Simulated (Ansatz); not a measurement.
Basis sets compared for Al11N11H28, a nanocrystal cut from wurtzite AlN (hydrogen-capped). The state is a singlet with charge 0. Geometry PBE-D4/def2-SVP. Ansatz on 2 threads of AMD EPYC 7R13 on a shared host and a share (18 GiB) of an NVIDIA H100 80GB HBM3; times are rough, and most runs start from earlier orbitals.

```xyz
50

Al    3.0037    1.3621    1.2347
N     1.9543    2.9847    1.7223
Al    2.6904   -1.2910   -0.0997
N     1.6928   -2.8093    0.6466
N     1.6947    0.2512    0.2953
Al    0.2067   -0.1726    1.4384
Al    0.1128    3.0560    1.0777
N    -0.7396    1.4890    1.8075
Al   -0.1895   -2.9776    0.1117
N    -1.0051   -1.3298    0.4934
Al   -2.5003   -1.8613    1.6388
Al   -2.5921    1.4721    1.2758
N    -3.3507   -0.1216    2.1102
N     2.5420   -1.5877   -2.0456
Al    1.1362    1.1391   -1.3002
N     0.1337    2.7015   -0.8015
Al    0.7444   -1.6254   -2.8260
N    -0.0720   -3.1186   -1.8537
N    -0.1101   -0.0821   -2.1559
Al   -1.6800   -0.5102   -1.0936
Al   -1.6791    2.6704   -1.5739
N    -2.4984    1.1602   -0.6087
H     3.4339    0.6811    2.6300
H     4.1099    1.8919    0.1866
H     1.9579    3.0868    2.7495
H     2.4695    3.8149    1.3894
H     4.2304   -1.3736    0.3202
H     1.6689   -2.6399    1.6714
H     2.2070   -3.6991    0.5525
H     0.7101   -0.8600    2.8100
H    -0.5352    4.4489    1.5240
H    -0.7310    1.6031    2.8364
H    -0.8161   -4.3291    0.6910
H    -1.9645   -2.4790    3.0270
H    -3.6086   -2.6303    0.7538
H    -3.4401    2.7477    1.7370
H    -3.3311   -0.0091    3.1362
H    -4.3567   -0.1828    1.8873
H     3.1169   -2.3926   -2.3407
H     3.0209   -0.7702   -2.4702
H     2.3372    1.4437   -2.3364
H     0.5746    3.5118   -1.2716
H     0.7832   -1.8891   -4.3995
H     0.3173   -4.0322   -2.1351
H    -1.0598   -3.1602   -2.1705
H    -0.4866    0.4601   -2.9605
H    -2.6380   -1.4699   -1.9711
H    -2.4531    4.0356   -1.2272
H    -1.5456    2.2470   -3.1375
H    -3.4664    1.1454   -0.9756
```

Single mean-field runs in def2-SVP, def2-TZVP are fitted with def2-universal-jkfit.

Binding counts from free atoms (Al doublet, N quartet, H doublet) in the same basis, without a counterpoise term.

```
           level  functions  energy (Eh)  HOMO (eV)  LUMO (eV)  binding per atom (eV)  wall time
 PBE-D4/def2-SVP        492   -3283.4857      -6.03      -1.08                   3.72       18 s
PBE0-D4/def2-SVP        492   -3283.8337      -7.29      -0.25                   3.67       19 s
```

**Question.** Estimate the rows for PBE-D4/def2-TZVP, PBE0-D4/def2-TZVP.

**Answer.** 
```tsv
level	functions	energy (Eh)	HOMO (eV)	LUMO (eV)	binding per atom (eV)	wall time
PBE-D4/def2-TZVP	916	-3285.1212	-6.12	-1.53	3.69	20 s
PBE0-D4/def2-TZVP	916	-3285.4421	-7.35	-0.76	3.64	22 s
```
